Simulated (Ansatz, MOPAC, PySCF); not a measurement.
Process, species as SMILES: [TeH2] (H2Te) -> [TeH-] + H+

Wanted: gas-phase deprotonation energy (enthalpy at 298 K), in kcal/mol. Terms: PM7 with its own dispersion and hydrogen-bond terms; no spin-orbit coupling; def2 sets with scalar-relativistic core potentials past Kr; dispersion terms only where a functional's name holds one. First-principles rows: single points at B3LYP-D3(BJ) geometries (Ansatz, a first-principles code), with unscaled harmonic terms from B3LYP/6-31G* (LANL2DZ past Ar) at its own minima. Semi-empirical rows: MOPAC heats of formation at their own minima for 298 K, the proton's as measured. Anions need diffuse functions, which STO-3G, LANL2DZ, def2-SVP, cc-pVDZ and Pople sets without + lack.

| species | coefficient | E at BP86/def2-SVP (PySCF), Eh | E at wB97X-V/def2-TZVPD (Ansatz), Eh | H(298 K) - E, kcal/mol | heat of formation at PM7 (MOPAC), kcal/mol |
|---|---|---|---|---|---|
| [TeH2] (H2Te) | -1 | -269.33300 | -269.19418 | 9.60 | 5.90 |
| [TeH-] | +1 | -268.78544 | -268.65740 | 4.81 | 27.05 |
| H+ | +1 | 0.00000 | 0.00000 | 1.48 | 365.69 |

 1 Eh = 627.5095 kcal/mol.

### Question
Work the quantity out at each level.

### Answer

- BP86/def2-SVP: the sum of coefficient times E is 0.54756 Eh, or 343.60 kcal/mol; the thermal terms add -3.31. Result: 340.3 kcal/mol.
- wB97X-V/def2-TZVPD: the sum of coefficient times E is 0.53678 Eh, or 336.83 kcal/mol; the thermal terms add -3.31. Result: 333.5 kcal/mol.
- PM7: the sum of coefficient times heat of formation is 386.84 kcal/mol; it needs no thermal term.
